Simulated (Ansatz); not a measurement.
Consider the substitution at a C–C bond: `CCCC#N` + `C[O][GeH]([OH])[O]C` → `CC[O][GeH]([O]C)[O]C` + acetonitrile.

Program: Ansatz. Geometries: PBE0-D4/def2-TZVP. ΔE: electronic, gas phase. CCSD(T)/CBS adds triple-zeta CCSD(T) − MP2 to the extrapolated MP2 energy (def2 sets, frozen cores). This one scheme is used for every species. Functionals use def2-TZVPP. For Ge outer-core shells are correlated without core-valence functions, which leaves a few kJ/mol of doubt a bond. Scalar relativity is left out up to krypton. Each species was taken in one conformer, which may not be the lowest.

```tsv
level	ΔE (kcal/mol)
PBE-D4	9.9
r2SCAN-D4	9.8
ωB97X-V	9.8
B2PLYP	10.0
PBE	10.2
HF/def2-QZVPP	9.0
MP2/def2-QZVPP	12.1
SCS-MP2/def2-QZVPP	11.2
```

Problem. What does CCSD(T)/CBS give? (An estimate is asked.)

Solution. Computed: +11.1 kcal/mol. The listed levels differ from it by -1.2, -1.3, -1.3, -1.1, -0.9, -2.1, 1.0, 0.1 kcal/mol.

Largest T1 diagnostic among the species: 0.012.

In def2-TZVPP, CCSD(T) changes the Hartree–Fock value by +1.4 kcal/mol (the triples alone add −0.0 kcal/mol) and MP2 by +2.7 kcal/mol.
